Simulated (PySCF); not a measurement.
BH₄, SMILES [BH4-], charge -1.

Geometry: PBE-D3(BJ)/def2-TZVPD.

All values below come from PySCF with PBE-D3(BJ)/def2-TZVPD.

Harmonic, unscaled wavenumbers; measured fundamentals usually lie a few per cent lower.

Modes within 1.5 cm⁻¹ of each other (mostly degenerate sets) share a row, with their intensities summed.

| mode | ν (cm⁻¹) | IR (km/mol) | moving atoms (share of kinetic energy) |
|---|---|---|---|
| 1–3 | 1025 | 106.1 | H 83 %, B 17 % |
| 4–5 | 1148 | 0.0 | H 100 % |
| 6–8 | 2224 | 1599.0 | H 90 %, B 10 % |
| 9 | 2227 | 0.0 | H 100 % |
